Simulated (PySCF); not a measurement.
H4O4Ti, multiplicity 1.

```xyz
9

Ti     0.0000     0.0000     0.0000
O      0.3506    -1.4157    -1.0516
H      1.0688    -2.0554    -0.9747
O      1.4157     0.3506     1.0516
H      2.0554     1.0688     0.9747
O     -0.3506     1.4157    -1.0516
H     -1.0688     2.0554    -0.9747
O     -1.4157    -0.3506     1.0516
H     -2.0554    -1.0688     0.9747
```

Coordinates come from a B3LYP-D3(BJ)/def2-SVP optimisation. The spin state was assumed, not searched. The isomer is the one that the SMILES or the coordinates give; other isomers of the formula were not compared. The values are those of a single conformer.

Method: KT2/pcSseg-1 (PySCF). Non-relativistic, no solvent.

Computed absolute GIAO shielding of each atom: isotropic value and principal components (ppm):
```tsv
atom	σ(iso)	σ11	σ22	σ33	span
Ti1	-290.5	-344.9	-263.3	-263.3	81.6
O2	1.1	-323.2	39.0	287.4	610.6
H3	23.6	16.4	25.1	29.3	12.9
O4	1.1	-323.2	39.0	287.4	610.6
H5	23.6	16.4	25.1	29.3	12.9
O6	1.1	-323.2	39.0	287.4	610.6
H7	23.6	16.4	25.1	29.3	12.9
O8	1.1	-323.2	39.0	287.4	610.6
H9	23.6	16.4	25.1	29.3	12.9
```
